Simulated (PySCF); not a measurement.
**Frontier levels across methods**

Species: C₃H₆O₂Si.
Cartesian coordinates in Å at the PBE0-D3(BJ)/def2-SVP level; atoms count from 1:
```
atom  x, y, z in Å
O1    -2.822    0.407   -0.977
C2    -2.467   -0.696   -0.626
C3    -1.140   -1.026   -0.101
C4    -0.220   -0.051    0.020
O5     1.004   -0.251    0.500
Si6    2.297    0.839    0.488
H7    -3.171   -1.565   -0.692
H8    -0.907   -2.054    0.187
H9    -0.488    0.973   -0.280
H10    3.114    0.521    1.685
H11    1.748    2.225    0.545
H12    3.089    0.648   -0.759
```

Basis pcSseg-1 throughout (PySCF), one geometry. Isolated species at its PBE0-D3(BJ)/def2-SVP geometry (one conformer only).

Q: How do the orbital energies, the gap and the dipole change with the method?

A: 
```tsv
method	kind	HOMO (eV)	LUMO (eV)	gap (eV)	μ (D)	SCF cycles
BLYP	GGA	-5.44	-2.26	3.17	3.50	18
OPBE	GGA	-5.48	-2.31	3.18	3.49	17
PBE	GGA	-5.53	-2.41	3.12	3.51	18
B97-D	GGA	-5.58	-2.33	3.25	3.52	18
BP86	GGA	-5.67	-2.52	3.15	3.52	18
LDA	LDA	-5.69	-2.68	3.01	3.59	17
KT3	GGA	-5.71	-2.33	3.38	3.49	18
KT2	GGA	-5.74	-2.37	3.37	3.52	19
B97-2	global hybrid	-6.94	-1.51	5.43	3.46	15
B3LYP	global hybrid	-6.96	-1.67	5.29	3.44	15
PBE0	global hybrid	-7.23	-1.46	5.77	3.44	15
mPW1PW91	global hybrid	-7.27	-1.48	5.79	3.44	15
BHandHLYP	global hybrid	-8.28	-0.34	7.94	3.39	14
CAM-B3LYP	range-separated hybrid	-8.56	-0.30	8.26	3.35	14
wB97X-D	range-separated hybrid	-9.11	0.33	9.44	3.40	15
HF	Hartree–Fock	-9.77	2.48	12.25	3.37	12
LC-wPBE	range-separated hybrid	-9.87	0.82	10.69	3.24	15
```

The HOMO spans 4.43 eV, from BLYP down to LC-wPBE, and the gap runs from 3.01 eV (LDA) to 12.25 eV (HF). Over the methods BLYP (0 %), OPBE (0 %), PBE (0 %), B97-D (0 %), BP86 (0 %), LDA (0 %), KT3 (0 %), KT2 (0 %), B97-2 (21 %), B3LYP (20 %), PBE0 (25 %), mPW1PW91 (25 %), BHandHLYP (50 %), HF (100 %), a straight line through the gap against the share of exact exchange rises by 0.92 eV for each 10 % (correlation coefficient 0.998). The dipole ranges from 3.24 D (LC-wPBE) to 3.59 D (LDA). This basis has no diffuse functions.
